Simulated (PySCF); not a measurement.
C5H8O (SMILES COC1=CCC1), singlet, geometry from GFN2-xTB; DF-PBE0/STO-3G (PySCF).

PySCF was given this input:
```python
from pyscf import gto, scf, dft

mol = gto.M(
    atom='''
C     2.20999495   -0.38874994   -0.03254326
O     1.14577530   -0.21086001    0.87425967
C    -0.06696845    0.00844051    0.32057553
C    -1.28158966    0.21695610    0.83061134
C    -1.92625002    0.34463754   -0.52666365
C    -0.51248713    0.10189000   -1.11601032
H     3.10053094   -0.55185294    0.57187183
H     2.04502191   -1.25797967   -0.67712230
H     2.35407922    0.49743701   -0.65877882
H    -1.68105595    0.27691564    1.82300806
H    -2.34819367    1.32290961   -0.75388128
H    -2.65608999   -0.42591275   -0.77215584
H    -0.41242772   -0.81200783   -1.70056359
H    -0.10426532    0.93832583   -1.68227324
''',
    basis='sto-3g',
    verbose=4,
    max_memory=1800,
)

mf = dft.RKS(mol)
mf.xc = 'pbe0'
mf = mf.density_fit(auxbasis='def2-universal-jkfit')
mf.kernel()
```

What the program printed (banner, timings and long lists left out):

```
PySCF version 2.14.0

[INPUT] verbose = 4
[INPUT] num. atoms = 14
[INPUT] num. electrons = 46
[INPUT] charge = 0
[INPUT] spin (= nelec alpha-beta = 2S) = 0
[INPUT] symmetry False subgroup None
[INPUT] Mole.unit = angstrom
[INPUT] Symbol           X                Y                Z      unit          X                Y                Z       unit  Magmom
[INPUT]  1 C      2.209994950000  -0.388749940000  -0.032543260000 AA    4.176285192172  -0.734630917541  -0.061497848601 Bohr   0.0
[INPUT]  2 O      1.145775300000  -0.210860010000   0.874259670000 AA    2.165201517291  -0.398467669523   1.652111338053 Bohr   0.0
[INPUT]  3 C     -0.066968450000   0.008440510000   0.320575530000 AA   -0.126552029487   0.015950252252   0.605799953937 Bohr   0.0
[INPUT]  4 C     -1.281589660000   0.216956100000   0.830611340000 AA   -2.421853461474   0.409987610054   1.569627948558 Bohr   0.0
[INPUT]  5 C     -1.926250020000   0.344637540000  -0.526663650000 AA   -3.640084985238   0.651270562844  -0.995250058264 Bohr   0.0
[INPUT]  6 C     -0.512487130000   0.101890000000  -1.116010320000 AA   -0.968460318064   0.192544194832  -2.108953856988 Bohr   0.0
[INPUT]  7 H      3.100530940000  -0.551852940000   0.571871830000 AA    5.859154317340  -1.042850917636   1.080681137054 Bohr   0.0
[INPUT]  8 H      2.045021910000  -1.257979670000  -0.677122300000 AA    3.864531328635  -2.377237046571  -1.279575699836 Bohr   0.0
[INPUT]  9 H      2.354079220000   0.497437010000  -0.658778820000 AA    4.448565001330   0.940019713123  -1.244911546464 Bohr   0.0
[INPUT] 10 H     -1.681055950000   0.276915640000   1.823008060000 AA   -3.176735345571   0.523294719209   3.444985956275 Bohr   0.0
[INPUT] 11 H     -2.348193670000   1.322909610000  -0.753881280000 AA   -4.437442923737   2.499936850455  -1.424629149637 Bohr   0.0
[INPUT] 12 H     -2.656089990000  -0.425912750000  -0.772155840000 AA   -5.019282643299  -0.804858450460  -1.459163063083 Bohr   0.0
[INPUT] 13 H     -0.412427720000  -0.812007830000  -1.700563590000 AA   -0.779375436979  -1.534472409702  -3.213599442507 Bohr   0.0
[INPUT] 14 H     -0.104265320000   0.938325830000  -1.682273240000 AA   -0.197032899090   1.773178834305  -3.179035690285 Bohr   0.0

nuclear repulsion = 233.682240541982
number of shells = 26
number of NR pGTOs = 114
number of NR cGTOs = 38
basis = sto-3g
ecp = {}

******** <class 'pyscf.df.df_jk.DFRKS'> ********
method = DFRKS
initial guess = minao
damping factor = 0
level_shift factor = 0
DIIS = <class 'pyscf.scf.diis.CDIIS'>
diis_start_cycle = 1
diis_space = 8
diis_damp = 0
SCF conv_tol = 1e-09
SCF conv_tol_grad = None
SCF max_cycles = 50
direct_scf = False
XC library pyscf.dft.libxc version 7.1.2
    S. Lehtola, C. Steigemann, M. J. T. Oliveira, and M. A. L. Marques,  SoftwareX 7, 1–5 (2018)
XC functionals = pbe0
    C. Adamo and V. Barone,  J. Chem. Phys. 110, 6158 (1999)
    M. Ernzerhof and G. E. Scuseria,  J. Chem. Phys. 110, 5029 (1999)
radial grids:
    Treutler-Ahlrichs [JCP 102, 346 (1995); DOI:10.1063/1.469408] (M4) radial grids

becke partition: Becke, JCP 88, 2547 (1988); DOI:10.1063/1.454033
pruning grids: <function nwchem_prune>
grids dens level: 3
symmetrized grids: False
atomic radii adjust function: <function treutler_atomic_radii_adjust>
small_rho_cutoff = 0
Set gradient conv threshold to 3.16228e-05
Initial guess from minao.
tot grids = 163136
******** <class 'pyscf.df.df.DF'> ********
auxbasis = def2-universal-jkfit
init E= -267.81688641854
  HOMO = -0.219782936961881  LUMO = 0.0439998401372371  gap/eV = 7.17789
cycle= 1 E= -266.781915710433  delta_E= 1.03  |g|= 0.386  |ddm|= 4.82
  HOMO = -0.0653266122480514  LUMO = 0.183210694147447  gap/eV = 6.76304
cycle= 2 E= -266.777503483373  delta_E= 0.00441  |g|= 0.435  |ddm|= 1.03
  HOMO = -0.125569116307938  LUMO = 0.172880644156866  gap/eV = 8.12123
cycle= 3 E= -266.830350875184  delta_E= -0.0528  |g|= 0.0318  |ddm|= 0.531
  HOMO = -0.134884536202045  LUMO = 0.160547087209444  gap/eV = 8.03910
cycle= 4 E= -266.830673567932  delta_E= -0.000323  |g|= 0.00935  |ddm|= 0.0594
  HOMO = -0.133499640418264  LUMO = 0.162727043919393  gap/eV = 8.06074
cycle= 5 E= -266.830698908563  delta_E= -2.53e-05  |g|= 0.00358  |ddm|= 0.0156
  HOMO = -0.133333530590463  LUMO = 0.162990147241206  gap/eV = 8.06338
cycle= 6 E= -266.830702674384  delta_E= -3.77e-06  |g|= 0.000984  |ddm|= 0.00579
  HOMO = -0.133261833248791  LUMO = 0.16302753634836  gap/eV = 8.06244
cycle= 7 E= -266.830702979124  delta_E= -3.05e-07  |g|= 0.000104  |ddm|= 0.00142
  HOMO = -0.133275802836266  LUMO = 0.163012655312804  gap/eV = 8.06242
cycle= 8 E= -266.830702982663  delta_E= -3.54e-09  |g|= 2.31e-05  |ddm|= 0.000172
  HOMO = -0.13327577285446  LUMO = 0.163012547421462  gap/eV = 8.06242
cycle= 9 E= -266.830702982801  delta_E= -1.38e-10  |g|= 7.72e-06  |ddm|= 2.9e-05
  HOMO = -0.133275409689793  LUMO = 0.163012395468736  gap/eV = 8.06240
Extra cycle  E= -266.830702982779  delta_E= 2.19e-11  |g|= 1.11e-05  |ddm|= 2.51e-05
converged SCF energy = -266.830702982779
```
